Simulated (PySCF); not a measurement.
C₃H₇Si, SMILES C1C[SiH]C1, multiplicity 2.

The structure is a stationary point at PBE0-D3(BJ)/def2-SVP. The isomer is the one that the SMILES or the coordinates give; other isomers of the formula were not compared.

Two levels are set side by side: PBE/def2-TZVP (PySCF) and B3LYP/def2-TZVP (PySCF). Same geometry, gas phase. Differences are taken from unrounded values.

| quantity | B3LYP |
|---|---|
| α-spin orbital gap (eV) | 5.54 |
| β-spin orbital gap (eV) | 5.25 |
| dipole moment (D) | 0.78 |
| mean polarisability (bohr³) | 64.1 |

What does PBE give, and how far is it from B3LYP? (Estimate from the structure and the level; the computed values follow.)


```
quantity                      PBE  PBE minus B3LYP
---------------------------  ----  ---------------
α-spin orbital gap (eV)      4.07            -1.47
β-spin orbital gap (eV)      3.77            -1.49
dipole moment (D)            0.94             0.16
mean polarisability (bohr³)  65.6              1.5
```

Rough cost on one machine, each run with all the roots and properties that it gave: B3LYP against PBE within a factor of 2.
